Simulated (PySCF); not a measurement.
PySCF 2.14 output of an unrestricted revPBE calculation on a single atom or ion in x2c-QZVPPall (16s10p9d5f2g, 144 functions), with the spin-free X2C one-electron Hamiltonian (Gaussian nucleus):

```
SCF conv_tol = 1e-09
number electrons alpha = 38  beta = 34
    Y. Zhang and W. Yang.,  Phys. Rev. Lett. 80, 890 (1998)
    J. P. Perdew, K. Burke, and M. Ernzerhof.,  Phys. Rev. Lett. 77, 3865 (1996)
    J. P. Perdew, K. Burke, and M. Ernzerhof.,  Phys. Rev. Lett. 78, 1396 (1997)
cycle= 1 E= -15605.5531214545  delta_E= -0.0477  |g|= 0.493  |ddm|= 0.87
cycle= 2 E= -15605.5217124353  delta_E= 0.0314  |g|= 0.835  |ddm|= 1.73
cycle= 3 E= -15605.5722935842  delta_E= -0.0506  |g|= 0.0269  |ddm|= 1.06
cycle= 4 E= -15605.5723476176  delta_E= -5.4e-05  |g|= 0.00303  |ddm|= 0.0407
cycle= 5 E= -15605.5723495165  delta_E= -1.9e-06  |g|= 0.000711  |ddm|= 0.00395
cycle= 6 E= -15605.5723496178  delta_E= -1.01e-07  |g|= 7.05e-06  |ddm|= 0.000772
cycle= 7 E= -15605.5723496179  delta_E= -3.64e-12  |g|= 4.63e-07  |ddm|= 2.34e-05
converged SCF energy = -15605.5723496179  <S^2> = 6.001641  2S+1 = 5.0006563
```

The run itself started from symmetry-adapted Hartree-Fock orbitals and held the occupation by maximum overlap, on a logarithmic radial grid, so the iterations belong to that start.

Problem. Which element, charge and spin multiplicity is this?

Solution. Ta⁺ (tantalum, charge +1), multiplicity 5; the state was [Xe] 4f14 5d3 6s1, high-spin 5F determinant.

Spin-orbit coupling, absent here, splits the open shell strongly.
